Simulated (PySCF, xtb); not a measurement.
trichloro(fluoro)methane (CCl₃F), SMILES FC(Cl)(Cl)Cl.

xtb with GFN2-xTB at its own geometry gives an orbital gap of 5.48 eV and a dipole moment of 0.64 D.

Geometry: B3LYP-D3(BJ)/def2-SVP.

What does PBE/def2-TZVP run with PySCF give? (The exact figures need the calculation; the answer reports its results.)

gap 5.20 eV (levels -7.67 and -2.47 eV), dipole 0.23 D.
